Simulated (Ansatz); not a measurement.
(1) Predict a relaxed structure of Sn(CN)H3 (CH3NSn), charge 0, singlet, at PBE-D4/def2-TZVP (Ansatz).

Results:

(1) 
```xyz
6

Sn   -0.596    0.260   -0.129
C     1.317   -0.572    0.283
N     2.364   -1.030    0.512
H    -1.733   -0.978    0.174
H    -0.572    0.734   -1.769
H    -0.781    1.587    0.929
```
Point group C3v (tolerance 0.1 Å). This is one stationary point.

In the def2 sets Sn takes a core potential; there is no spin–orbit coupling.
